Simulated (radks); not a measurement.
These are the eigenvalues of the occupied orbitals of an atom or ion with whole-number occupations (hartree). Calculated with a radial shooting solver on a logarithmic mesh with Libxc functionals: scalar-relativistic Kohn-Sham, LDA (Slater exchange, Perdew-Wang correlation), spin-unpolarised, spherical densities, finite nucleus; Fermi nuclear charge, rms radius of each element as measured or else 0.836 A^(1/3) + 0.57 fm.

orbital  eigenvalue
1s        -1776.432
2s        -292.4815
2p        -260.8310
3s        -65.03569
3p        -55.18219
3d        -41.96621
4s        -13.58224
4p        -10.33306
4d         -5.80147
5s         -2.37671
5p         -1.57339
4f         -0.91646
6s         -0.59897

Which element is it, and in what charge state? The configuration may be excited.

Answer. Z = 63, europium, charge +2: Eu2+ in [Xe] 4f6 6s1. The list shows which subshells hold electrons but not how many an open one holds; the 1s level, -1776.4 hartree, gives Z - s = 59.6 by -(Z - s)^2/2, which with screening and relativity narrows Z to a few neighbours, and the depths of the outer levels then fix element, charge and occupations together.
